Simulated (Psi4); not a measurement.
ISn (SMILES [Sn][I]), doublet, at a GFN2-xTB geometry (such geometries of metal compounds can be far from the true shape) (the spin is typed, not shown lowest) (core potentials on I, Sn); M06-2X/def2-SVP in Psi4.

The Psi4 input:
```
memory 2 GB

molecule mol {
0 2
  Sn   -0.000000   -0.000000   -1.394425
  I     0.000000    0.000000    1.315496
}

set basis def2-svp
set reference uks
set guess sap

energy('m06-2x')
print_variables()
```

**Question.** What does Psi4 print? Leave out banner, timings and long lists.

**Answer.** 
```
   => Loading Basis Set <=

    Name: DEF2-SVP
    Role: ORBITAL
    Keyword: BASIS

    !!!  WARNING: ECP capability is in beta. Please check occupations closely.  !!!

         ---------------------------------------------------------
                                   SCF
               by Justin Turney, Rob Parrish, Andy Simmonett
                          and Daniel G. A. Smith
                              UKS Reference
         ---------------------------------------------------------

  ==> Geometry <==

    Molecular point group: c2v
    Full point group: C_inf_v

    Geometry (in Angstrom), charge = 0, multiplicity = 2:

       Center              X                  Y                   Z               Mass
    ------------   -----------------  -----------------  -----------------  -----------------
         SN           0.000000000000     0.000000000000    -1.393402732904   119.902201630000
         I            0.000000000000     0.000000000000     1.316518267096   126.904471900000

  Running in c2v symmetry.

  Rotational constants: A = ************  B =      0.03723  C =      0.03723 [cm^-1]
  Rotational constants: A = ************  B =   1116.23787  C =   1116.23787 [MHz]
  Nuclear repulsion =  107.400719751055476

  Charge       = 0
  Multiplicity = 2
  Electrons    = 47
  Nalpha       = 24
  Nbeta        = 23

  ==> Algorithm <==

  SCF Algorithm Type is DF.
  DIIS enabled.
  MOM disabled.
  Fractional occupation disabled.
  Guess Type is SAP.
  Energy threshold   = 1.00e-06
  Density threshold  = 1.00e-06
  Integral threshold = 1.00e-12

  ==> Primary Basis <==

  Basis Set: DEF2-SVP
    Blend: DEF2-SVP
    Number of shells: 20
    Number of basis functions: 52
    Number of Cartesian functions: 56
    Spherical Harmonics?: true
    Max angular momentum: 2

  Core potential: DEF2-SVP
    Number of shells: 8
    Number of ECP primitives: 47
    Number of ECP core electrons: 56
    Max angular momentum: 3

  ==> DFT Potential <==

   => LibXC <=

    Version 7.1.2
    S. Lehtola, C. Steigemann, M. J. T. Oliveira, and M. A. L. Marques,  SoftwareX 7, 1–5 (2018) (10.1016/j.softx.2017.11.002)

   => Composite Functional: M06-2X <=

    Hybrid M06-2X Meta-GGA XC Functional  (10.1007/s00214-007-0310-x)
    Y. Zhao and D. G. Truhlar,  Theor. Chem. Acc., 120, 215, 2008

    Deriv               =              1
    GGA                 =           TRUE
    Meta                =           TRUE

    Exchange Hybrid     =           TRUE
    MP2 Hybrid          =          FALSE

   => Exchange Functionals <=

    1.0000   XC_HYB_MGGA_X_M06_2X

   => Exact (HF) Exchange <=

    0.5400               HF

   => Correlation Functionals <=

    1.0000   XC_MGGA_C_M06_2X

   => LibXC Density Thresholds  <==

    XC_MGGA_C_M06_2X:  1.00E-12
    XC_HYB_MGGA_X_M06_2X:  1.00E-15

   => Molecular Quadrature <=

    Radial Scheme          =       TREUTLER
    Pruning Scheme         =           NONE
    Nuclear Scheme         =       TREUTLER

    Blocking Scheme        =         OCTREE
    BS radius alpha        =              1
    Pruning alpha          =              1
    Radial Points          =             75
    Spherical Points       =            302
    Total Points           =          40818
    Total Blocks           =            390
    Max Points             =            256
    Max Functions          =             52
    Weights Tolerance      =       1.00E-15

   => Loading Basis Set <=

    Name: (DEF2-SVP AUX)
    Role: JKFIT
    Keyword: DF_BASIS_SCF

  ==> Integral Setup <==

  SCF_SUBTYPE=INCORE selected. In-core MEM_DF algorithm will be used.
  Using in-core AOs.

  ==> MemDFJK: Density-Fitted J/K Matrices <==

    J tasked:                   Yes
    K tasked:                   Yes
    wK tasked:                   No
    Algorithm:                 Core
    Schwarz Cutoff:           1E-12
    Mask sparsity (%):       0.6657
    Fitting Condition:        1E-10

   => Auxiliary Basis Set <=

  Basis Set: (DEF2-SVP AUX)
    Blend: DEF2-UNIVERSAL-JKFIT
    Number of shells: 92
    Number of basis functions: 436
    Number of Cartesian functions: 618
    Spherical Harmonics?: true
    Max angular momentum: 5

  Minimum eigenvalue in the overlap matrix is 2.3860682177E-02.
  Reciprocal condition number of the overlap matrix is 6.9818440871E-03.
    Using symmetric orthogonalization.

  ==> Pre-Iterations <==

  SCF Guess: Superposition of Atomic Potentials (doi:10.1021/acs.jctc.8b01089).

  ==> SAP guess <==

   => Molecular Quadrature <=

    Radial Scheme          =       TREUTLER
    Pruning Scheme         =           NONE
    Nuclear Scheme         =       TREUTLER

    Blocking Scheme        =         OCTREE
    BS radius alpha        =              1
    Pruning alpha          =              1
    Radial Points          =             75
    Spherical Points       =            302
    Total Points           =          40818
    Total Blocks           =            390
    Max Points             =            256
    Max Functions          =             52
    Weights Tolerance      =       1.00E-15

   -------------------------------------------------------
    Irrep   Nso     Nmo     Nalpha   Nbeta   Ndocc  Nsocc
   -------------------------------------------------------
     A1        24      24      12      12      12       0
     A2         4       4       1       1       1       0
     B1        12      12       6       5       5       1
     B2        12      12       5       5       5       0
   -------------------------------------------------------
    Total      52      52      24      23      23       1
   -------------------------------------------------------

  ==> Iterations <==

                           Total Energy        Delta E     RMS |[F,P]|

    Occupation by irrep:
             A1    A2    B1    B2
    DOCC [    11,    2,    5,    5 ]
    SOCC [     0,    0,    1,    0 ]
    NA   [    11,    2,    6,    5 ]
    NB   [    11,    2,    5,    5 ]

   @DF-UKS iter   1:   -94.86601463023106   -9.48660e+01   1.11733e+00 ADIIS
    Occupation by irrep:
             A1    A2    B1    B2
    DOCC [    11,    2,    5,    5 ]
    SOCC [     0,    0,    0,    1 ]
    NA   [    11,    2,    5,    6 ]
    NB   [    11,    2,    5,    5 ]

   @DF-UKS iter   2:  -429.50935251271392   -3.34643e+02   2.87154e-01 ADIIS
    Occupation by irrep:
             A1    A2    B1    B2
    DOCC [    11,    2,    5,    5 ]
    SOCC [     1,    0,    0,    0 ]
    NA   [    12,    2,    5,    5 ]
    NB   [    11,    2,    5,    5 ]

   @DF-UKS iter   3:  -343.64311720323155    8.58662e+01   3.23763e-01 ADIIS
   @DF-UKS iter   4:  -504.65828839239896   -1.61015e+02   1.33769e-01 ADIIS
    Occupation by irrep:
             A1    A2    B1    B2
    DOCC [    11,    2,    5,    5 ]
    SOCC [     0,    0,    1,    0 ]
    NA   [    11,    2,    6,    5 ]
    NB   [    11,    2,    5,    5 ]

   @DF-UKS iter   5:  -509.48299343675939   -4.82471e+00   5.06944e-02 ADIIS/DIIS
   @DF-UKS iter   6:  -509.02808053927396    4.54913e-01   4.98429e-02 ADIIS/DIIS
   @DF-UKS iter   7:  -511.81838359641296   -2.79030e+00   9.47118e-03 ADIIS/DIIS
   @DF-UKS iter   8:  -511.88438008815768   -6.59965e-02   3.55751e-03 ADIIS/DIIS
   @DF-UKS iter   9:  -511.89187350293639   -7.49341e-03   9.30354e-04 ADIIS/DIIS
   @DF-UKS iter  10:  -511.89213002264557   -2.56520e-04   6.41172e-04 ADIIS/DIIS
   @DF-UKS iter  11:  -511.89250381601153   -3.73793e-04   1.00968e-04 ADIIS/DIIS
   @DF-UKS iter  12:  -511.89251776172250   -1.39457e-05   1.90328e-05 DIIS
   @DF-UKS iter  13:  -511.89251868263074   -9.20908e-07   6.64198e-06 DIIS
   @DF-UKS iter  14:  -511.89251882883588   -1.46205e-07   2.85613e-06 DIIS
   @DF-UKS iter  15:  -511.89251884960333   -2.07675e-08   1.02139e-06 DIIS
   @DF-UKS iter  16:  -511.89251885410130   -4.49796e-09   3.47936e-07 DIIS
  Energy and wave function converged.

  ==> Post-Iterations <==

   Electrons on quadrature grid:
      Nalpha   =   24.0000014727 ; deviation = 1.473e-06
      Nbeta    =   23.0000014701 ; deviation = 1.470e-06
      Ntotal   =   47.0000029429 ; deviation = 2.943e-06

   @Spin Contamination Metric:   7.478093133E-03
   @S^2 Expected:                7.500000000E-01
   @S^2 Observed:                7.574780931E-01
   @S   Expected:                5.000000000E-01
   @S   Observed:                5.000000000E-01

    Orbital Energies [Eh]
    ---------------------

    Alpha Occupied:

[...]
    Alpha Virtual:

[...]
      24A1    55.878448

    Beta Occupied:

[...]
    Beta Virtual:

[...]
    Final Occupation by Irrep:
             A1    A2    B1    B2
    DOCC [    11,    2,    5,    5 ]
    SOCC [     0,    0,    1,    0 ]
    NA   [    11,    2,    6,    5 ]
    NB   [    11,    2,    5,    5 ]

  @DF-UKS Final Energy:  -511.89251885410130

   => Energetics <=

    Nuclear Repulsion Energy =            107.4007197510554761
    One-Electron Energy =               -1108.8371233642074003
    Two-Electron Energy =                 509.0228077309193395
    DFT Exchange-Correlation Energy =     -19.4789229718687018
    Empirical Dispersion Energy =           0.0000000000000000
    VV10 Nonlocal Energy =                  0.0000000000000000
    Total Energy =                       -511.8925188541012972

  UHF NO Occupations:
  HONO-2 :    5 B1 1.9996123
  HONO-1 :   11 A1 1.9971599
  HONO-0 :    6 B1 1.0000000
  LUNO+0 :   12 A1 0.0028401
  LUNO+1 :    7 B1 0.0003877
  LUNO+2 :    6 B2 0.0001904
  LUNO+3 :   13 A1 0.0001798

Computation Completed

Properties will be evaluated at   0.000000,   0.000000,   0.000000 [a0]

Properties computed using the SCF density matrix

 Multipole Moments:

 ------------------------------------------------------------------------------------
     Multipole            Electronic (a.u.)      Nuclear  (a.u.)        Total (a.u.)
 ------------------------------------------------------------------------------------

 L = 1.  Multiply by 2.5417464519 to convert [e a0] to [Debye]
 Dipole X            :          0.0000000            0.0000000            0.0000000
 Dipole Y            :          0.0000000            0.0000000            0.0000000
 Dipole Z            :         -5.3659495            4.2671841           -1.0987654
 Magnitude           :                                                    1.0987654

 ------------------------------------------------------------------------------------

  Variable Map:
  ----------------------------------------------------------------------------
[...]
  Array Variable Map:
  ----------------------------------------------------------------------------
[...]
[...]
```
